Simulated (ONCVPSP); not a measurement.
# Si, ONCV: configuration errors across variants

| Quantity | Value |
| --- | --- |
| Element | Si (Z = 14) |
| Generator | ONCVPSP 4.0.1 |
| Type | optimised norm-conserving Vanderbilt (ONCV) |
| Functional | Wu-Cohen |
| Relativity | scalar-relativistic |
| Frozen core | [Ne] |
| Valence charge | 4 |
| Reference configuration | 3s2 3p2 |
| Partial waves | 3s: rc 1.70 bohr, ncon 4, nbas 7, qcut 4.4 1/bohr, 2 projectors, debl 0.7 Ha; 3p: rc 2.40 bohr, ncon 4, nbas 8, qcut 2.8 1/bohr, 2 projectors, debl 0.8 Ha |
| Local potential | polynomial inside 1.60 bohr (lpopt 5, dvloc0 -1 Ha) |
| Core correction | Teter function, fcfact 5.25, rcfact 1.45 |

All-electron excitation energies from the reference (eV): (1) 3s2 3p1 7.717; (2) 3s2 3p0 23.707; (3) 3s1 3p0 57.656; (4) 3s0 3p4 13.758.

3 further variants failed, have other tests or another functional or relativity, and are left out.

A true bound ghost makes a file unfit for plane-wave use even where its test errors are small: the radial tests pick states by their node count and pass the ghost by.

Errors AE − PS in meV (a dash: test not solved or not reliable):

| change | (1) | (2) | (3) | (4) | bound ghosts | GHOST(+) flags above zero |
| --- | --- | --- | --- | --- | --- | --- |
| base | +0.5 | +3.5 | -65 | -11 | none | s |
| core correction Teter function, fcfact 4, rcfact 1.1 | -0.6 | -0.4 | +16 | +6.6 | none | s |
| core correction Teter function, fcfact 4.7, rcfact 1.45 | +0.3 | +2.5 | -61 | -9.7 | none | s |
| s: nproj 3 | +0.5 | +3.5 | -65 | -11 | s | none |
| core correction Teter function, fcfact 5.25, rcfact 1.3 | -0.2 | +0.1 | -23 | -3.0 | none | s |
| local potential polynomial inside 1.30 bohr (lpopt 5, dvloc0 0 Ha) | +0.5 | +3.5 | -65 | -11 | none | none |

Problem. Give the same row for: all radii but the core radius scaled by about 1.29 (s 2.20, p 3.10 bohr); local potential polynomial inside 2.06 bohr (lpopt 5, dvloc0 -1 Ha).

Solution. +2.9, +21, -43, -33; bound ghosts: none; GHOST(+) flags above zero: none.
